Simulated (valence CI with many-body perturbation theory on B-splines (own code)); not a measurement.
Ladder of approximations for Re LXXI

Calculated by relativistic CI+MBPT: three valence electrons over a frozen Dirac-Fock core [He], a basis of 11 s, 11 p, 9 d, 7 f, 5 g, 2 h, 1 i functions for each j, with the one-electron correlation potential Σ1, the two-electron term Σ2, the three-electron term Σ3, Breit, model QED; selected CI, second order for the rest (own B-spline code, finite nucleus).

The last digits are not significant, and no measured levels were compared; by estimate large intervals hold to a few tenths of a per cent, small ones and those within an open d or f shell to about a per cent.

Each rung adds one term. CI alone is the Dirac-Coulomb CI over the frozen core; QED comes last and gives the full result, which names the levels. Energies are above (2s^2 2p1/2) J=1/2 on the same rung, in Ry.

Levels are named by their leading jj configuration (3d3/2^4 stands for four electrons in 3d with j = 3/2), which in mixed levels can hold well under half, so a name can repeat and another be missing. Letters in brackets count levels of one name in rising energy.

```csv
Level,CI alone
(2s 2p1/2^2) J=1/2,20.33
(2s^2 2p3/2) J=3/2,115.77
(2s 2p1/2 2p3/2) J=3/2 [a],130.17
(2s 2p1/2 2p3/2) J=5/2,134.02
(2s 2p1/2 2p3/2) J=1/2,138.62
(2s 2p1/2 2p3/2) J=3/2 [b],139.22
(2p1/2^2 2p3/2) J=3/2,160.13
(2s 2p3/2^2) J=5/2,247.68
(2s 2p3/2^2) J=1/2,255.06
(2s 2p3/2^2) J=3/2,255.67
(2p1/2 2p3/2^2) J=3/2,272.18
(2p1/2 2p3/2^2) J=5/2,274.64
(2p1/2 2p3/2^2) J=1/2,277.94
(2p3/2^3) J=3/2,391.15
(2s^2 3s) J=1/2,808.09
(2s^2 3p1/2) J=1/2,814.87
```

Question: What do these energies become with core correlation, Breit and QED?

Answer: (2s 2p1/2^2) J=1/2 20.41 (+0.083); (2s^2 2p3/2) J=3/2 114.34 (-1.435); (2s 2p1/2 2p3/2) J=3/2 [a] 128.73 (-1.436); (2s 2p1/2 2p3/2) J=5/2 131.74 (-2.274); (2s 2p1/2 2p3/2) J=1/2 137.20 (-1.417); (2s 2p1/2 2p3/2) J=3/2 [b] 137.35 (-1.872); (2p1/2^2 2p3/2) J=3/2 158.50 (-1.626); (2s 2p3/2^2) J=5/2 244.37 (-3.306); (2s 2p3/2^2) J=1/2 252.57 (-2.483); (2s 2p3/2^2) J=3/2 252.62 (-3.050); (2p1/2 2p3/2^2) J=3/2 269.12 (-3.065); (2p1/2 2p3/2^2) J=5/2 270.78 (-3.854); (2p1/2 2p3/2^2) J=1/2 275.13 (-2.807); (2p3/2^3) J=3/2 386.69 (-4.462); (2s^2 3s) J=1/2 806.27 (-1.819); (2s^2 3p1/2) J=1/2 813.01 (-1.861).

Question: How does the ionisation energy move along the ladder, and which term matters most?

Answer: CI alone 19452, + Σ1 19453, + Σ2 19453, + Σ3 19453, + Breit 19418, + QED 19416 eV. The largest step is Breit, -35 eV. NIST lists 19420 ± 60 eV (theoretical).
